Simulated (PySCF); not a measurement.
From one molecule to another.

First species: C3H9N3OSi2.
SMILES with atom numbers: `[N:1]#[C:2][CH2:3][Si@H:4]([NH:5][CH:6]=[O:7])[SiH2:8][NH2:9]` (hydrogens: H10, H11 on C3; H12 on Si4; H13 on N5; H14 on C6; H15, H16 on Si8; H17, H18 on N9)

Second species: C3H9N3OSi2.
SMILES: `[Si@H]1(O)N[Si@H](CC#N)NC1`

Levels: PBE0/pcSseg-1 for HOMO energy, LUMO energy and HOMO–LUMO gap. Geometries: GFN2-xTB. Each species is one conformer at its optimised geometry, gas phase, non-relativistic unless stated. Electronic properties by PySCF.

```csv
property,column X,column Y
HOMO energy,-7.05 eV,-7.26 eV
LUMO energy,0.51 eV,-0.40 eV
HOMO–LUMO gap,7.56 eV,6.86 eV
```

Which column belongs to which species?

Column X is the second species and column Y the first. The first has 18 atoms and 84 electrons, the second 18 and 84.

How does each property change from the first species to the second?

HOMO energy +0.21 eV; LUMO energy +0.91 eV; HOMO–LUMO gap +0.70 eV.

